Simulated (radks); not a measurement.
The numbers below are computed, except where a source is named.
Task: The strontium ion Sr2+ is in [Kr]. Level of theory: scalar-relativistic Kohn-Sham, PBE, spin-polarised, spherical densities, finite nucleus; Fermi nuclear charge, rms radius of each element as measured or else 0.836 A^(1/3) + 0.57 fm (a radial shooting solver on a logarithmic mesh with Libxc functionals). Open shells are filled with parallel spins first. One electron is removed from 4p, 4s, 3d, 3p in turn, with full relaxation. Which removal costs least, and what does each cost?

Result: 4p 42.993 eV; 4s 61.864 eV; 3d 157.40 eV; 3p 285.28 eV. The 4p electron leaves first.
